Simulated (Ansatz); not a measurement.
Cost and result for the atomization energy of `C=[CH][SnH]([Cl])[Cl]` (9 atoms, 8 bonds).

Cartesian coordinates in Å:
```
C 0.2356 1.6044 0.4331
C -0.5925 0.7254 -0.1135
Sn -0.1411 -1.3318 -0.1426
Cl 1.9860 -1.5418 0.7710
Cl 0.0015 -2.0342 -2.3537
H 1.1756 1.3094 0.8902
H 0.0062 2.6669 0.4403
H -1.5225 1.0483 -0.5730
H -1.1488 -2.4465 0.6482
```

Total charge 0; spin multiplicity 1. Correlated methods include outer-core shells of Sn, which these sets cover unevenly. Sn: def2 effective core potential. The structure was optimised at the PBE0-D4/def2-TZVP level. It is one conformer, not always the lowest. Program: Ansatz. All runs use 4 threads of an Arm Neoverse V2 on a shared host. Times are those of one run each, without the atoms' runs, and a repeat can differ threefold. Electronic energies, without spin–orbit coupling; frozen cores. CCSD(T)/CBS adds CCSD(T) − MP2 in def2-TZVPP to the MP2 limit, and its time is that of the two runs behind it. T1 = 0.012. With those shells the extrapolation isn't a true limit.

CCSD(T)/CBS is a level of theory with its own doubt, some kJ/mol a heavy atom from the limit and from the frozen cores, so smaller differences don't rank the functionals.

```json
{"level": "LDA (SPW92)/def2-TZVPP", "functions": "252", "wall time": "1.2 s"}
{"level": "revPBE-D4/def2-TZVPP", "functions": "252", "wall time": "2 s"}
{"level": "BLYP-D4/def2-TZVPP", "functions": "252", "wall time": "2.1 s"}
{"level": "PBE-D4/def2-TZVPP (with forces)", "functions": "252", "wall time": "2.6 s"}
{"level": "BHLYP-D4/def2-TZVPP", "functions": "252", "wall time": "3.4 s"}
{"level": "CAM-B3LYP-D4/def2-TZVPP", "functions": "252", "wall time": "3.7 s"}
{"level": "r2SCANh-D4/def2-TZVPP", "functions": "252", "wall time": "5.5 s"}
{"level": "B2PLYP/def2-TZVPP", "functions": "252", "wall time": "6 s"}
{"level": "CCSD(T)/def2-SVP", "functions": "110", "wall time": "6.5 s"}
{"level": "B97M-V/def2-TZVPP", "functions": "252", "wall time": "9.5 s"}
{"level": "MP2/def2-QZVPP", "functions": "456", "wall time": "18 s"}
{"level": "CCSD(T)/def2-TZVPP", "functions": "252", "wall time": "3.4 min"}
{"level": "CCSD(T)/CBS(def2)", "functions": "–", "wall time": "3.7 min"}
```

(1) What atomization energy does each give, and how far from CCSD(T)/CBS? (Best estimate.)

## Answers

(1) Ansatz gave: 
| level | atomization (kJ/mol) | difference from CCSD(T)/CBS | per bond |
| --- | --- | --- | --- |
| LDA (SPW92)/def2-TZVPP | 3531.6 | 422.1 | 52.8 |
| revPBE-D4/def2-TZVPP | 3066.4 | -43.1 | -5.4 |
| BLYP-D4/def2-TZVPP | 3057.9 | -51.6 | -6.5 |
| PBE-D4/def2-TZVPP (with forces) | 3148.6 | 39.1 | 4.9 |
| BHLYP-D4/def2-TZVPP | 2994.4 | -115.1 | -14.4 |
| CAM-B3LYP-D4/def2-TZVPP | 3077.0 | -32.5 | -4.1 |
| r2SCANh-D4/def2-TZVPP | 3081.4 | -28.1 | -3.5 |
| B2PLYP/def2-TZVPP | 3038.2 | -71.3 | -8.9 |
| CCSD(T)/def2-SVP | 2899.9 | -209.6 | -26.2 |
| B97M-V/def2-TZVPP | 3134.7 | 25.2 | 3.1 |
| MP2/def2-QZVPP | 3118.6 | 9.1 | 1.1 |
| CCSD(T)/def2-TZVPP | 3013.4 | -96.1 | -12.0 |
| CCSD(T)/CBS(def2) | 3109.5 | 0.0 | 0.0 |

At CCSD(T), def2-SVP lies −209.6 kJ/mol from the extrapolated value and def2-TZVPP −96.1 kJ/mol: correlation converges slowly with the basis, and small sets miss more of it in the bonded molecule than in its fragments. Leaving LDA and LC-ωPBE aside and taking each functional with its dispersion term where it has one, the values spread over 154.2 kJ/mol, from BHLYP-D4 to PBE-D4. LDA lies +408.6 kJ/mol from PBE without D4, its usual overbinding. The D4 term adds +41.5 kJ/mol with B3LYP and +22.1 kJ/mol with PBE0; it sums over pairs of atoms, weighted by their polarisabilities, and B3LYP, whose exchange is more repulsive, gets the larger term.

B3LYP here is the variant with VWN-RPA as its local correlation; programs differ in this.

Spin–orbit coupling would lower the free Sn atoms strongly, and the atomization energy with them, by more than many differences here. For some Ge, Se and Sn compounds the MP2-based and the directly extrapolated limit differ by 10 to 25 kJ/mol.
